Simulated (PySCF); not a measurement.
# Run times: iridium in even-tempered 17s10p5d5f4g

Measured wall times of calculations with PySCF 2.14 in an even-tempered Gaussian basis (17 s from 51 bohr⁻², ratio 2.2; 10 p from 66 bohr⁻², ratio 2.2; 5 d from 250 bohr⁻², ratio 2.4; 5 f from 370 bohr⁻², ratio 2.4; 4 g from 550 bohr⁻², ratio 2.4), with no relativity, point nucleus, run from one Python driver. Hardware: 1 thread of Neoverse-N1 on a shared host, 1.3 GiB allowed. The two-electron integrals over 143 functions were computed once and kept in memory (1.9 CPU seconds with the set-up); the times below exclude them. Kohn-Sham runs start from converged Hartree-Fock orbitals.

Launch command (the driver calls PySCF for each step listed in the task file):

```bash
OMP_NUM_THREADS=1 python atomrun2.py TASK.json OUT
```

| species | step | iterations | wall time (s) |
| --- | --- | --- | --- |
| Ir⁷⁰⁺ [He] 2s2 2p3 | UHF with spin-orbit constants | 1 | 19 |
| Ir⁷⁰⁺ [He] 2s2 2p3 | LDA | 3 | 0.83 |
| Ir⁷⁰⁺ [He] 2s2 2p3 | PBE | 3 | 0.96 |
| Ir⁷⁰⁺ [He] 2s2 2p3 | PBE0 | 3 | 2.9 |
| Ir⁷⁰⁺ [He] 2s2 2p3 | r2SCAN | 3 | 2.5 |
| Ir⁷⁰⁺ [He] 2s2 2p3 | M06-L | 4 | 3.1 |
| Ir⁷⁰⁺ [He] 2s2 2p3 | MN15 | 4 | 5.5 |
| Ir⁷⁰⁺ [He] 2s2 2p3 | MP2 (7 electrons) |  | 4.5 |
| Ir⁷¹⁺ [He] 2s2 2p2 | UHF with spin-orbit constants | 3 | 19 |
| Ir⁷¹⁺ [He] 2s2 2p2 | LDA | 3 | 0.82 |
| Ir⁷¹⁺ [He] 2s2 2p2 | PBE | 3 | 0.94 |
| Ir⁷¹⁺ [He] 2s2 2p2 | PBE0 | 3 | 2.9 |
| Ir⁷¹⁺ [He] 2s2 2p2 | r2SCAN | 3 | 2.5 |
| Ir⁷¹⁺ [He] 2s2 2p2 | M06-L | 4 | 3 |
| Ir⁷¹⁺ [He] 2s2 2p2 | MN15 | 4 | 5.4 |
| Ir⁷¹⁺ [He] 2s2 2p2 | MP2 (6 electrons) |  | 3.9 |
| Ir⁷²⁺ [He] 2s2 2p1 | UHF with spin-orbit constants | 3 | 19 |
| Ir⁷²⁺ [He] 2s2 2p1 | LDA | 3 | 0.82 |
| Ir⁷²⁺ [He] 2s2 2p1 | PBE | 3 | 0.93 |
| Ir⁷²⁺ [He] 2s2 2p1 | PBE0 | 3 | 2.8 |
| Ir⁷²⁺ [He] 2s2 2p1 | r2SCAN | 3 | 2.4 |
| Ir⁷²⁺ [He] 2s2 2p1 | M06-L | 4 | 3 |
| Ir⁷²⁺ [He] 2s2 2p1 | MN15 | 5 | 6.5 |
| Ir⁷²⁺ [He] 2s2 2p1 | MP2 (5 electrons) |  | 3.8 |

Peak memory of the process: 0.68 GiB. Times on a shared host vary from run to run.
